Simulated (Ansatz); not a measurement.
CH8N2OSi, SMILES `NC[SiH](N)O` at its PBE0-D4/def2-TZVP geometry, where that method's forces vanish. The species carries charge 0 and has multiplicity 1.

```xyz
13

N     0.5961   -1.2093   -1.1748
C    -0.0256    0.1138   -1.2454
Si   -0.1816    0.7533    0.5057
N    -1.1038   -0.2667    1.5227
O     1.3942    0.8211    1.0043
H     0.6875   -1.6239   -2.0936
H     1.5283   -1.1297   -0.7876
H     0.5010    0.8370   -1.8876
H    -1.0379    0.0111   -1.6507
H    -0.8318    2.0922    0.5712
H    -1.0605   -1.2661    1.3994
H    -1.9933    0.0331    1.8829
H     1.5275    0.8341    1.9534
```

Question: What forces (eV/Å) does r2SCAN-D4/def2-TZVPP give on these atoms in Ansatz? (Estimate.)

Answer: Ansatz gave: 
```
N1   0.042 -0.232  0.081
C2  -0.103  0.235  0.009
Si3 -0.043  0.048 -0.008
N4   0.026  0.017  0.013
O5   0.052 -0.014 -0.032
H6   0.025 -0.007 -0.032
H7   0.030  0.002 -0.020
H8   0.003  0.019 -0.031
H9   0.013 -0.003 -0.019
H10  0.004 -0.021 -0.008
H11 -0.030 -0.020  0.008
H12 -0.029 -0.029  0.007
H13  0.011  0.005  0.031
```
